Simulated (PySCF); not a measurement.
## Structure from NMR data

Molecular formula: C3H10N2OSi2. Simulated spectra:

¹H NMR (400 MHz, computed): δ 7.90 (d, 1H), 7.04 (d, 1H), 5.25 (s, 2H), 4.72 (s, 3H), 3.98 (m, 1H), 3.88 (m, 1H), -0.04 (br s, 1H).

¹³C{¹H} NMR (computed): δ 169.5, 154.8, 79.7.

[PySCF 2.14.0 with density-fitted response routines: GIAO PBE0/pcSseg-1 shieldings; coordinates at the GFN2-xTB level; non-relativistic; one conformer; gas phase; one averaged value for each set of equivalent atoms]

References, each an isolated molecule treated in the same way: ¹H (σref 31.72), ¹³C (σref 186.93) against TMS.

Propose a structure and justify it.

Results:


- Rings plus π bonds: 2 (no ring in the answer).
- 3 carbon signals for 3 carbons: no two carbons are equivalent.
- Carbon types of the structure: 1 × C, 2 × CH2, leaving 6 H on heteroatoms.
- δC 169.5: alkene carbon bearing oxygen; an sp2 carbon further deshielded by the attached heteroatom.
- δC 154.8: C=N carbon.
- δC 79.7: β carbon of an enol-ether or enamine type C=C; the O or N lone pair pushes π density onto this β carbon and shields it.
- δH 7.90, 7.04: hydrogen on a C=N carbon.
- δH 5.25: hydrogen on a silicon bonded to N, O.
- δH 3.98, 3.88: hydrogen on a β carbon of an enol-ether or enamine type C=C; lone-pair donation from O or N shields it, upfield of ordinary alkene protons.
- δH -0.04: hydrogen on a nitrogen bonded to 2 Si; exchangeable, gas-phase position.

Structure: SMILES C=NC(=C)O[SiH2]N[SiH3].

This is the structure that produced the data.

OH/NH shifts are gas-phase values; hydrogen bonding in solution moves them, usually downfield. Shifts are as computed. Against solution values, carbons near 30 ppm lie about +3 ppm off and those near 130 ppm about +5 ppm. Of 1211 compounds with measured shifts, 218 miss one by over three times the rms of a fit or turn the order of signals round; such compounds aren't used in these exercises. Multiplicities follow the n + 1 count of equivalent neighbours, as no J values were calculated; m marks all less simple cases, F and P coupling included.
